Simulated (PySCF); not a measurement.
Nb(S)(F)(Me)2 (C2H6FNbS), SMILES [CH3][Nb](=[S])([CH3])[F], multiplicity 1. The structure is a stationary point at PBE-D3(BJ)/def2-SVP. The spin state was assumed, not searched. The def2 effective core potentials stand for the cores of Nb; spin–orbit coupling is left out.

Computed equilibrium geometry at PBE-D3(BJ)/def2-SVP (PySCF confirms it by a frequency run) as bond lengths and angles, and its point group:
point group Cs.
Atoms: Nb1 S2 F3 C4 H5 H6 H7 C8 H9 H10 H11. Bond lengths (Å): Nb1–S2 2.157, Nb1–F3 1.876, Nb1–C4 2.136, Nb1–C8 2.136, C4–H5 1.113, C4–H6 1.114, C4–H7 1.110, C8–H9 1.110, C8–H10 1.114, C8–H11 1.113. Angles (°): S2–Nb1–F3 112.6, S2–Nb1–C4 105.5, S2–Nb1–C8 105.5, F3–Nb1–C4 112.3, F3–Nb1–C8 112.3, C4–Nb1–C8 108.1, Nb1–C4–H5 108.7, Nb1–C4–H6 108.7, Nb1–C4–H7 113.6, H5–C4–H6 109.1, H5–C4–H7 107.7, H6–C4–H7 109.0, Nb1–C8–H9 113.6, Nb1–C8–H10 108.7, Nb1–C8–H11 108.7, H9–C8–H10 109.0, H9–C8–H11 107.7, H10–C8–H11 109.1.
